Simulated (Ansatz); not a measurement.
The lowest doublet and quartet of C2H3 (SMILES [C]C); geometries from B3LYP-D3(BJ)/def2-TZVP, each state relaxed from the structure named, with no frequency check.
Doublet at the quartet's geometry (charge 0, multiplicity 2):
```xyz
5

C      0.92725     0.09825     0.27195
C     -0.49732    -0.05269    -0.14586
H     -0.59593    -0.86702    -0.87174
H     -0.85795     0.87307    -0.60701
H     -1.12568    -0.27937     0.72221
```

A positive gap puts the quartet lower; no zero-point energy. U- takes an unrestricted doublet. The quartet is unrestricted in single-reference levels. Active spaces average the two states.

Cores are frozen in the correlated methods.

Programs: Ansatz (a quantum-chemistry and plane-wave program) with Gaussian orbitals. Each number belongs to the level named beside it.

Task: One of these levels gives -51.2 kJ/mol for the gap E(doublet) − E(quartet), vertical, at the quartet's geometry. Which one is it?
(A) SA-CASSCF(3,3)/cc-pVDZ
(B) U-MP2/cc-pVDZ (spin-contaminated)
(C) U-PBE0/def2-TZVPP
(D) U-BHLYP/def2-TZVPP

Result: A, SA-CASSCF(3,3)/cc-pVDZ. The others give -107.2 (U-PBE0/def2-TZVPP), -131.5 (U-BHLYP/def2-TZVPP), -65.4 (U-MP2/cc-pVDZ (spin-contaminated))
